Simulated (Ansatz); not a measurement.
A search over several starts for the lowest SCF solution of Hg2S2 at the given spin, in a small basis.

```yaml
crystal:
  periodic: [false, false, false]
  atoms:
    - {symbol: Hg, position_ang: [-0.026775, 1.696415, 1.132935]}
    - {symbol: Hg, position_ang: [0.026756, -1.696408, -1.132940]}
    - {symbol: S, position_ang: [0.678416, 0.917462, -1.357741]}
    - {symbol: S, position_ang: [-0.678398, -0.917467, 1.357746]}
basis:
  gaussian: {orbitals: def2-SVP, initial_orbitals: start.molden}
magnetization: {spin_polarized: true, initial_magnetization: 4}
hamiltonian: {xc: pbe0, dispersion: d4}
output: {orbitals: {seedname: orbitals}}
```

The file start.molden holds the orbitals of an earlier run on this structure, at another level or in another basis.

```sh
$ ansatz run in.yaml --threads 4 --pin off --events-out ev --progress --plain --max-ram 3916MiB
```

It prints (some lines left out):

```
Functional definition: PBE0
970 factors; integrals over basis functions are off by at most 3.8e-4 eV
mean field evaluation 1: about -30006.7574 eV, gradient 3.8e0 eV
mean field evaluation 2: about -30006.8088 eV, gradient 8.5e-2 eV
mean field evaluation 4: about -30006.9960 eV, gradient 3.3e-3 eV
mean field evaluation 8: about -30006.9960 eV, gradient 3.4e-5 eV
mean field evaluation 16: about -30006.8062 eV, gradient 7.8e-1 eV
mean field evaluation 32: about -30006.8611 eV, gradient 2.0e0 eV
mean field -30006.99603523 eV, -1102.7367648222 hartree, gradient 2.4e-6 eV, S^2 6.028944; 4 other end points of the search recorded, 0 dependent functions left out
reference -30006.99606373 eV, -1102.7367658697 hartree; 38, 34 occupied and 62, 66 virtual orbitals, 970 factors
Total energy: -30007.17929586 eV, -1102.7434995262 hartree
```

Run time 6.5 s (4 threads of Arm Neoverse V2 on a shared host).

In the def2 sets Hg takes a core potential; there is no spin–orbit coupling. At PBE0-D4/def2-TZVP a singlet of charge 0 lies 2.05 eV below the quintet, each at its own geometry. The structure comes from a short search, and lower isomers may exist.
